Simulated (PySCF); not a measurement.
**Which orbitals make which state**

C5H9FO.
SMILES: `CCC[C@@H]1O[C@H]1F`

Computed with TDDFT PBE0/def2-SVPD, vertical, gas phase, core orbitals frozen in the response in PySCF. Geometry: GFN2-xTB, one conformer, isolated molecule. Torsions of this conformer, `[CH3:1][CH2:2][CH2:3][C@@H:4]1[O:5][C@H:6]1[F:7]`: C1–C2–C3–C4 -66°, C2–C3–C4–O5 164°.

Orbital energies (eV): HOMO-3 -9.89, HOMO-2 -9.80, HOMO-1 -8.79, HOMO -8.45, LUMO 0.67, LUMO+1 1.04, LUMO+2 1.31.

Problem. Among the lowest singlets, which states do these configurations lead, and at what energies: HOMO-1→LUMO+1, HOMO→LUMO+1, HOMO-1→LUMO, HOMO→LUMO?

Solution. 

```tsv
state	leading configuration	weight	Δε (eV)	E (eV)	E − Δε (eV)	f	other configurations
S1	HOMO→LUMO	0.94	9.12	8.10	-1.02	0.015	–
S2	HOMO→LUMO+1	0.90	9.49	8.34	-1.15	0.0032	–
S3	HOMO-1→LUMO	0.91	9.46	8.44	-1.02	0.0046	–
S6	HOMO-1→LUMO+1	0.68	9.83	8.71	-1.12	0.025	H→L+3 (21%)
```

E − Δε runs from -1.15 to -1.02 eV. By orbital difference alone the order would be S1, S3, S2, S6. Δε is the difference of the two orbital energies.

H and L stand for HOMO and LUMO. The other states: S4 8.59 eV, f 0.013, H→L+2 (53%), H→L+3 (34%); S5 8.65 eV, f 0.0071, H→L+3 (37%), H→L+2 (36%), H-1→L+1 (22%).

Problem. Which computed triplets share their leading configuration (75% or more) with a singlet, and how far apart are the partners?

Solution. 

| configuration | triplet | E(T) (eV) | singlet | E(S) (eV) | E(S) − E(T) (eV) |
| --- | --- | --- | --- | --- | --- |
| HOMO→LUMO | T1 | 7.90 | S1 | 8.10 | +0.21 |
| HOMO→LUMO+1 | T2 | 8.16 | S2 | 8.34 | +0.19 |

The 2 triplets are Tamm–Dancoff values, the singlets full response.

Summed over the main configurations (up to three a state, each over 8%) of all 6 singlets, the electron leaves HOMO with weight 3.64 and HOMO-1 with weight 1.81.

On Intel Xeon 6975P-C, one thread, shared host with 192 logical CPUs at a one-minute load of 70, this took 25 s and 0.89 GiB of memory at its peak.
